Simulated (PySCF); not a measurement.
## Computed structure and properties of [Yb(NH3)3]2+

System: [Yb(NH3)3]2+ (singlet in the valence; each metal's 4f electrons, 14 of them, lie in its core potential, out of spins and levels); start: template (C3h). Method: PySCF 2.14.0, RKS PBE0, Yb lcecp-0-SVP with ECP60, N def2-SVP, H def2-SVP; non-relativistic Hamiltonian with scalar-relativistic core potentials where named; density fitting; no spin-orbit coupling.

Input of the relaxation:

```python
mol = gto.M(atom='''
Yb    -0.00000     0.00000     0.00000
N      2.61749    -0.00003     0.00000
H      3.01550    -0.46958     0.81330
H      3.01550    -0.46958    -0.81330
H      3.01547     0.93917     0.00000
N     -1.30872     2.26683     0.00000
H     -1.10108     2.84629     0.81330
H     -1.10108     2.84629    -0.81330
H     -2.32108     2.14189     0.00000
N     -1.30877    -2.26680     0.00000
H     -1.91442    -2.37671     0.81330
H     -1.91442    -2.37671    -0.81330
H     -0.69439    -3.08106     0.00000''',
    basis={'Yb': 'lcecp-0-SVP', 'N': 'def2-SVP', 'H': 'def2-SVP'},
    ecp={'Yb': 'lcecp-0-SVP'},
    charge=2, spin=0)
mf = dft.RKS(mol, xc='PBE0')
mf.grids.atom_grid = (50, 194)  # f atoms: unpruned, at least (60, 302)
mf = mf.density_fit()  # fitting sets: Yb AutoAux, N def2-universal-JKFIT, H def2-universal-JKFIT
mf.conv_tol = 1e-08; mf.max_cycle = 55
mf.kernel(dm0)  # dm0: converged density of the start geometry
# quasi-Newton relaxation in Cartesian coordinates to a largest gradient under 0.00045 Eh/bohr, steps kept in the point group
```

Run from Python with OMP_NUM_THREADS=2; the lines above give its settings. Where DIIS fails, smearing, a level shift and second-order steps follow.
It took 26 s on 2 threads of Arm Neoverse V2, on a shared host, from the converged density of the start.

Course of the relaxation:

```
step  energy above end (eV)  largest force component within the symmetry (eV/Å)
   0                 0.0475                                               0.904
   1                 0.0122                                               0.367
   2                 0.0020                                               0.036
   3                 0.0013                                               0.021
   4                 0.0000                                               0.005
```

Relaxed geometry (C3h):

```xyz
13

Yb    0.0000    0.0000    0.0000
N     2.5693    0.0001    0.0000
H     3.0028   -0.4657    0.8066
H     3.0028   -0.4657   -0.8066
H     3.0029    0.9313    0.0000
N    -1.2847    2.2250    0.0000
H    -1.0981    2.8333    0.8066
H    -1.0981    2.8333   -0.8066
H    -2.3080    2.1349    0.0000
N    -1.2846   -2.2251    0.0000
H    -1.9047   -2.3676    0.8066
H    -1.9047   -2.3676   -0.8066
H    -0.6949   -3.0662    0.0000
```

```json
{"contact": "Yb1–N2 (NH3)", "Å": "2.569"}
{"contact": "Yb1–N6 (NH3)", "Å": "2.569"}
{"contact": "Yb1–N10 (NH3)", "Å": "2.569"}
```

On the finer grid (75, 302):

The HOMO is not given (4f levels lie in the core), the LUMO is not given (4f levels lie in the core) and the dipole about the centre of mass is 0.00 D. The set of Mulliken populations of Yb1 outside the core potential is s 2.23, p 6.19, d 0.34, f 0.00 and the D3(BJ) dispersion energy (not in the energies) is -0.176 eV.

```
atom  Mulliken (e)  Löwdin (e)  spin (e)
 Yb1          1.24        1.07      0.00
  N2         -0.35       -0.07      0.00
  H3          0.20        0.13      0.00
  H4          0.20        0.13      0.00
  H5          0.20        0.13      0.00
  N6         -0.35       -0.07      0.00
  H7          0.20        0.13      0.00
  H8          0.20        0.13      0.00
  H9          0.20        0.13      0.00
 N10         -0.35       -0.07      0.00
 H11          0.20        0.13      0.00
 H12          0.20        0.13      0.00
 H13          0.20        0.13      0.00
```

The 4f levels lie in the core potential and are missing.

On the grid (50, 194), as all that follows. Harmonic modes: 3 unstable but soft, so probably a saddle point, though modes this soft are near the noise (counted below −25 cm⁻¹); lowest -58 cm⁻¹ (negative: unstable), highest 3542 cm⁻¹, zero-point energy 3.082 eV.

Taking off one NH3 (charge 0, singlet; the rest: singlet) in vacuum, both parts rigid, costs 2.20 eV; the small basis without counterpoise inflates it. Parting with an electron moved from the ligand to the metal can be far cheaper, even downhill.

Rigid scan of NH3 along the line from its metal:

(distance to N2 (Å), energy (eV)): (2.27, 0.306), (2.37, 0.118), (2.47, 0.026), (2.57, 0.000), (2.67, 0.020), (2.77, 0.071), (2.97, 0.225)

One start shape was tried, so this needn't be the lowest isomer.

An lcecp potential fixes the number of 4f electrons, so in runs with it no electron can move into or out of that shell.
